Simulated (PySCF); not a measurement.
Compound: C6H6NS2 (charge -1).
SMILES: `C/N=C/c1ccsc1[S-]`

A PySCF run (density fitting, gas phase, GFN2-xTB geometry) gave HOMO -0.04 eV, LUMO 2.11 eV and E = -1083.183 Eh.

Question: Which of these levels was it?
A. KT2/STO-3G
B. revPBE/6-31++G**
C. CAM-B3LYP/def2-SVPD
D. B97-2/def2-SVPD
E. revPBE/6-31G*

Answer: B. It is revPBE/6-31++G**. All candidates on this geometry:

```tsv
level and settings	kind	basis functions	SCF cycles	E (Eh)	HOMO (eV)	LUMO (eV)
revPBE/6-31++G**	GGA	206	17	-1083.1826	-0.04	2.11
KT2/STO-3G	GGA	59	16	-1082.2940	4.63	7.14
revPBE/6-31G*, level shift 0.3 Eh	GGA	146	18	-1083.1492	0.45	3.02
B97-2/def2-SVPD, damping 0.1 at the start, DIIS from the seventh cycle, start guess vsap	global hybrid	242	32	-1082.9492	-0.75	3.05
CAM-B3LYP/def2-SVPD	range-separated hybrid	242	14	-1082.8490	-2.01	4.07
```

The nearest other candidate, by the summed differences of HOMO and LUMO, is revPBE/6-31G*: its HOMO differs by +0.49 eV and its LUMO by +0.91 eV. Cycle counts include a coarse-grid stage where the run had one. All basis functions are spherical, in the Pople sets too. KT2 was designed for NMR shieldings or shifts; total energies of different functionals aren't comparable. The HOMO energy is positive at KT2/STO-3G and revPBE/6-31G*; such an orbital is held in place by the finite basis.

Shape of the structure used: `[CH3:1]/[N:2]=[CH:3]/[c:4]1[cH:5][cH:6][s:7][c:8]1[S-:9]`: N2–C3–C4–C5 0°.
